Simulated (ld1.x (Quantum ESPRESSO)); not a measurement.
**What one change does to a pseudopotential (Tc (Z = 43), PAW)**

- Element: Tc
- Generator: ld1.x (Quantum ESPRESSO) 7.5
- Type: PAW
- Functional: BLYP
- Relativity: scalar-relativistic
- Frozen core: [Kr]
- Valence charge: 7
- Reference configuration: 4d5 5s2 5p0
- Partial waves: 5s (bound): rcut 2.25, rcutus 2.50 bohr; 5s channel at 1.55 Ry: rcut 2.25, rcutus 2.50 bohr; 5p (bound, empty): rcut 2.85, rcutus 3.10 bohr; 5p channel at 0.75 Ry: rcut 2.85, rcutus 3.10 bohr; 4d (bound): rcut 2.25, rcutus 2.50 bohr; 4d channel at 0.45 Ry: rcut 2.25, rcutus 2.50 bohr
- Local potential: all-electron potential smoothed inside 2.30 bohr (lloc = -1)
- Core correction: Bessel-smoothed model core inside 1.15 bohr
- Augmentation charge: BESSEL, radius 2.60 bohr

Change: type TM; waves now 5s (bound): rc 2.50 bohr; 5p (bound): rc 3.10 bohr; 4d (bound): rc 2.50 bohr; local potential all-electron potential smoothed inside 2.70 bohr (lloc = -1).

Cutoffs: the cutoffs (Ry, on a coarse ladder) from which the occupation-weighted sum of valence levels, in a spherical-Bessel basis at the reference potential, stays within 10 and 1 mRy of its value at 400 Ry; they do not see the model core or the augmentation charge, which bear on the density cutoff. Errors are all-electron minus pseudo energies relative to the spin-unpolarised reference configuration.

**Question.** What does the change do?

**Answer.** The potential gets harder (15 Ry and 25 Ry → 35 Ry and 40 Ry); of the 7 tests that both files solve, the error grows in 5 and shrinks in 1 by more than 15 % and 0.3 meV (median size 10.7 → 33.7 meV); the range in which the s phases agree narrows (upper end at the end of the scan → 0.5); the range in which the p phases agree narrows (upper end 2.5 → 1.1); neither file shows a bound ghost. Several settings change at once here, so the effects cannot be laid on one of them.

```csv
quantity,base,changed
"cutoff, loose",15 Ry,35 Ry
"cutoff, tight",25 Ry,40 Ry
loose cutoff by channel (10 mRy a level),"s 6 Ry, d 12 Ry","s 6 Ry, d 30 Ry"
bound ghosts,none,none
"error for 4d5 5s1 5p0, meV [ΔE 8.12 eV]",-2.5,-4.4
"error for 4d5 5s0 5p0, meV [ΔE 23.09 eV]",-11,-34
"error for 4d4 5s0 5p0, meV [ΔE 51.70 eV]",-191,-139
"error for 4d6 5s0 5p0, meV [ΔE 6.32 eV]",-63,-124
"error for 4d5 5s1 5p1, meV [ΔE 3.75 eV]",-0.8,-1.7
"error for 4d5 5s0 5p2, meV [ΔE 7.76 eV]",-2.3,-6.0
"error for 4d4 5s2 5p1, meV [ΔE 6.52 eV]",-69,-63
s: phases at 3.35 bohr within 0.05 rad from the reference energy up to (Ry; the scan ends near 5),to the end of the scan,0.5
p: phases at 3.35 bohr within 0.05 rad from the reference energy up to (Ry; the scan ends near 5),2.5,1.1
d: phases at 3.35 bohr within 0.05 rad from the reference energy up to (Ry; the scan ends near 5),4.3,0.8
```
